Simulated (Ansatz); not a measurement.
Reactions of `F[Si]1([SiH3])CS1`.

Calculated with Ansatz (gas phase, PBE0-D4/def2-TZVP geometries, no zero-point term in ΔE). CBS: MP2 limit from def2 TZ/QZ plus the TZ coupled-cluster correction, frozen cores. This one scheme is used for every species. Functionals use def2-TZVPP.

```
                                            reaction  HF/CBS(def2) (eV)  PBE0-D4 (eV)  CCSD(T)/CBS(def2) (eV)
       `F[Si]1([SiH3])CS1` → `F[SiH]1CS1` + `[SiH2]`               2.22          2.73                    2.52
`F[Si]1([SiH3])CS1` + H–F → `F[SiH3]` + `F[SiH]1CS1`              -1.64         -1.05                   -1.23
   `F[Si]1([SiH3])CS1` + CH₄ → `C[Si]1(F)CS1` + SiH₄              -0.13          0.08                   -0.01
   `F[Si]1([SiH3])CS1` + H–F → `F[Si]1(F)CS1` + SiH₄              -1.68         -1.14                   -1.29
  `F[Si]1([SiH3])CS1` + H₂ → `[SiH3][SiH]1CS1` + H–F               1.16          1.08                    1.13
```

Largest T1 diagnostic: 0.014, for `[SiH2]`.
